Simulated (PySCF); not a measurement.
## Two-dimensional NMR puzzle

Compound of formula C7H8OSi. Correlations simulated from computed shifts and the bond graph:

HSQC (one-bond C–H):
```csv
δH,δC
9.88,181.9
7.19,163.2
2.54,36.0
1.43,18.9
```

COSY cross peaks (H two or three bonds apart, from the bond graph; peaks can be absent where the dihedral angle is near 90°):
```csv
δH,δH
7.19,4.92
7.19,4.57
4.92,4.57
4.92,2.54
4.57,2.54
2.54,1.43
```

HMBC (two and three bonds, from the bond graph):
```csv
δH,δC
9.88,"98.4, 94.8"
7.19,"157.2, 94.8, 36.0"
4.92,"163.2, 157.2, 36.0, 18.9"
4.57,"163.2, 157.2, 36.0, 18.9"
2.54,"163.2, 157.2, 94.8, 18.9"
1.43,"157.2, 36.0"
```

Carbons without hydrogens: δ 157.2, 98.4, 94.8.

Method: geometry: GFN2-xTB, shielding tensors at PBE0/pcSseg-1 (GIAO), in PySCF 2.14 (gas phase, no relativistic terms, fast rotation and ring inversion assumed for equivalent nuclei, one computed conformer).

Shifts are taken against calculated references (same method and geometry level): ¹H, ¹³C against TMS.

Exchangeable hydrogens are left out of these lists.

Assemble the structure.

## Answers

SMILES C[C@@H]1[SiH2]C=C1C#CC=O.

Atom-mapped SMILES (the numbers label the heavy atoms): `[CH3:1][C@@H:2]1[SiH2:3][CH:4]=[C:5]1[C:6]#[C:7][CH:8]=[O:9]`. Hydrogens are named by the atom that carries them. Ha(Si3) is cis to C1 on the ring; Hb(Si3) is trans to C1 on the ring.

δC 181.9 is C8, an aldehyde carbonyl carbon (δH 9.88). δC 163.2 is C4, an alkene CH (δH 7.19). δC 157.2 is C5, a fully substituted alkene carbon. δC 98.4 is C7, an alkyne carbon. δC 94.8 is C6, an alkyne carbon. δC 36.0 is C2, an allylic sp3 CH bonded to Si (δH 2.54). δC 18.9 is C1, a methyl carbon (δH 1.43). HMBC from δH 9.88 reaches the proton-free carbons C7, C6. HMBC from δH 7.19 reaches the proton-free carbons C5, C6. HMBC from δH 4.92 reaches the proton-free carbon C5. HMBC from δH 4.57 reaches the proton-free carbon C5. COSY links 7.19–4.92, 7.19–4.57, 4.92–4.57, 4.92–2.54, 4.57–2.54, 2.54–1.43.

The shifts were computed for this structure.

Shifts are as computed. Against solution values, carbons near 30 ppm lie about +3 ppm off and those near 130 ppm about +5 ppm. Of 1211 compounds with measured shifts, 218 miss one by over three times the rms of a fit or turn the order of signals round; such compounds aren't used in these exercises.
